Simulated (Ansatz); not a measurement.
BH6N, SMILES [BH3-][NH3+] (connectivity only; charge and spin as stated), charge +1, multiplicity 2.

Geometry: B3LYP-D3(BJ)/def2-TZVP. The multiplicity is an assumed one; other spin states were not compared.

Two levels are set side by side: PBE/def2-TZVPD (Ansatz, an electronic-structure program) and PBE0/def2-TZVPD (Ansatz). Energy differences of separate SCF runs at the same geometry; the states with an electron removed or added have multiplicity 1 and 1. Differences are taken from unrounded values.

| quantity | PBE0 | PBE | PBE minus PBE0 |
|---|---|---|---|
| vertical ionisation energy (eV) | 16.76 | 16.71 | -0.05 |
| vertical electron affinity (eV) | 7.11 | 7.16 | 0.05 |

On these quantities the two levels nearly agree.
